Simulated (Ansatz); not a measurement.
Basis-set series for Cl$_{4}$FHMoO (`[OH][Mo]([F])([Cl])([Cl])([Cl])[Cl]`). The species carries charge 0 and has multiplicity 1. Mo takes the def2 core potential. The structure was optimised at the PBE0-D4/def2-TZVP level. It is one conformer, not always the lowest.

```csv
functional,basis,functions,energy (Eh),HOMO (eV),LUMO (eV)
PBE0-D4,def2-TZVPP,300,-2084.22388,-9.07,-5.49
PBE0-D4,def2-QZVPP,505,-2084.29256,-9.07,-5.47
ωB97M-V,def2-TZVPP,300,-2084.76007,-11.25,-3.64
ωB97M-V,def2-QZVPP,505,-2084.82585,-11.26,-3.63
```

**Question.** Give the rows for def2-SVP. (An estimate is asked.)

**Answer.** Ansatz gave: 
```tsv
functional	basis	functions	energy (Eh)	HOMO (eV)	LUMO (eV)
PBE0-D4	def2-SVP	136	-2083.34721	-9.10	-5.56
ωB97M-V	def2-SVP	136	-2083.88745	-11.24	-3.66
```
